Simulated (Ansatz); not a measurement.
Gas-phase electronic energies from Ansatz, PBE0-D4/def2-TZVP geometries. CCSD(T)/CBS is the MP2 limit (def2-TZVPP, def2-QZVPP) plus CCSD(T) − MP2 in def2-TZVPP, frozen cores. This one scheme is used for every species. Functionals use def2-TZVPP. Open shells (•) are unrestricted, without spin–orbit coupling. One conformer a species, not always the lowest.

`O[SiH](F)F` + `[OH]`• → `O[Si](F)F`• + H₂O  (hydrogen abstraction from the Si–H bond)

CCSD(T)/CBS gives -87.1 kJ/mol.

Task: Another level gave -83.9 kJ/mol. Which?
A. RPA@PBE/def2-TZVPP
B. B2PLYP/def2-TZVPP
C. r2SCAN/def2-TZVPP
D. B97M-V/def2-TZVPP

Result: B. B2PLYP -83.9, B97M-V -74.1, RPA@PBE/def2-TZVPP -62.6, r2SCAN -91.3 kJ/mol.

Task: What do rigid-rotor, harmonic-oscillator terms from PBE0-D4/def2-TZVP frequencies (298.15 K, 1 bar) make of the CCSD(T)/CBS value? (Best estimate.)

Result: Ansatz gave: ΔZPE = +9.0 kJ/mol, ΔH = -77.0 kJ/mol, ΔS = 9 J/(mol·K), ΔG = -79.9 kJ/mol. Open shells count their whole term as degenerate.

Largest T1 diagnostic among the species: 0.014.

In def2-TZVPP, CCSD(T) changes the Hartree–Fock value by −69.4 kJ/mol (the triples alone add −7.4 kJ/mol) and MP2 by −96.8 kJ/mol. At CCSD(T), def2-SVP lies +31.3 kJ/mol from the extrapolated value and def2-TZVPP +9.8 kJ/mol.
